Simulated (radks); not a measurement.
The numbers below are computed, except where a source is named.
Species: Tm32+. Configuration: [Kr] 4d1. Level of theory: scalar-relativistic Kohn-Sham, BLYP, spin-polarised, spherical densities, finite nucleus; open shells are filled with parallel spins first (spin-orbit coupling, left out, can overturn this in heavy ions); Fermi nuclear charge, rms radius 5.2256 fm (a radial shooting solver on a logarithmic mesh with Libxc functionals).

Normalised radial functions P(r) = r R(r), r in bohr:

r,4s down,4p up,4d up
0.001384,0.1856,0.0070,0.0000
0.001802,0.2256,0.0109,0.0001
0.002327,0.2698,0.0168,0.0002
0.003006,0.3185,0.0258,0.0003
0.003883,0.3693,0.0395,0.0007
0.005016,0.4180,0.0603,0.0013
0.006531,0.4583,0.0923,0.0027
0.008437,0.4765,0.1380,0.0054
0.0109,0.4592,0.2027,0.0106
0.01408,0.3882,0.2905,0.0207
0.01819,0.2465,0.4026,0.0397
0.02368,0.0183,0.5366,0.0758
0.03059,-0.2659,0.6622,0.1374
0.03951,-0.5541,0.7396,0.2389
0.05104,-0.7390,0.7020,0.3935
0.06593,-0.6835,0.4768,0.6031
0.08585,-0.2760,0.0166,0.8466
0.1109,0.3842,-0.5603,1.0251
0.1433,0.9779,-1.0071,1.0056
0.1851,1.0322,-0.9748,0.6413
0.239,0.2918,-0.2772,-0.0974
0.3088,-0.9017,0.8193,-0.9921
0.4021,-1.7384,1.6515,-1.6152
0.5194,-1.6126,1.6268,-1.5693
0.6709,-0.8908,0.9751,-0.9987
0.8667,-0.2850,0.3471,-0.3987
1.119,-0.0483,0.0674,-0.0917
1.458,-0.0033,0.0055,-0.0095
1.883,-0.0001,0.0002,-0.0004
2.432,0.0000,0.0000,0.0000

4s down: eigenvalue -1519.3 eV, 3 radial nodes at r = 0.0241, 0.0962, 0.255 bohr, <r> = 0.452 bohr, 90 % of the charge inside 0.639 bohr. 4p up: eigenvalue -1392.1 eV, 2 radial nodes at r = 0.0865, 0.256 bohr, <r> = 0.465 bohr, 90 % of the charge inside 0.663 bohr. 4d up: eigenvalue -1227.0 eV, 1 radial node at r = 0.232 bohr, <r> = 0.466 bohr, 90 % of the charge inside 0.679 bohr.
